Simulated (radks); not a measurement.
Effect of the nuclear size on neutral copper, [Ar] 3d10 4s1. Calculated with a radial shooting solver on a logarithmic mesh with Libxc functionals: Dirac Kohn-Sham, exchange-only LDA, spin-unpolarised, spherical densities, finite nucleus; Fermi nuclear charge, rms radius 3.8823 fm. The rms radius is varied about that value; shifts are against it.

rms radius (fm)  total energy shift (eV)  density at nucleus (e/bohr^3)  1s1/2 shift (meV)  2s1/2 shift (meV)  2p1/2 shift (meV)  3s1/2 shift (meV)
3.4747                           -0.0388                       2.22e+04              -16.5              -1.56              0.132             -0.231
3.5329                           -0.0335                      2.218e+04              -14.2              -1.35              0.114             -0.200
3.8823                                 0                      2.208e+04              0.000              0.000              0.000              0.000
4.0027                            0.0122                      2.204e+04               5.20              0.492             -0.042              0.073
4.2977                            0.0437                      2.196e+04               18.6               1.76             -0.149              0.261

Slopes of the eigenvalues against <r^2> in GHz/fm^2, as finite differences over the two radii next to the reference (eigenvalue slopes, not the field-shift constants of lines): 1s1/2 1330, 2s1/2 126, 2p1/2 -10.6, 3s1/2 18.6.
